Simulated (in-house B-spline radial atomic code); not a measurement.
## Solving the quasi-particle equation for 4f up of the terbium ion Tb⁴⁺

Configuration [Xe] 4f7, highest spin, start PBE0; correlation leaves out the 2 deepest shells. Computed with an all-electron radial atomic-structure program (B-spline basis): all electrons, scalar-relativistic (spin-free one-electron X2C), finite nucleus, each spin shell either full or empty, empty states to l = 9 with an (l + 1/2)⁻⁴ tail; G0W0 by contour deformation at full frequency.

At the mean-field level ε = -60.237 eV the matrix elements are Σx = -71.119 eV, v_xc = -60.806 eV and Σc(ε) = 2.538 eV, and the slope of the correlation self-energy is dΣc/dω = -0.0679. The quasi-particle energy solves E = ε + Σx − v_xc + Σc(E).

Q: What does the linearised equation give?

A: Z = 1/(1 − dΣc/dω) = 1/1.0679 = 0.9364. The first-order shift is Σx − v_xc + Σc(ε) = -71.119 − (-60.806) + (2.538) = -7.775 eV, so E ≈ ε + Z × shift = -60.237 + 0.9364 × (-7.775) = -67.518 eV.

Q: How does that compare with the full solution and with static screening?

A: Solving the equation at full frequency dependence gives E = -67.478 eV, where Σc = 3.072 eV and the weight is 0.926; the linearised value is off by 39 meV. Leaving Z out would give -68.012 eV. Static COHSEX puts -2.453 eV in place of Σc and gives -73.003 eV, 5.52 eV deeper.
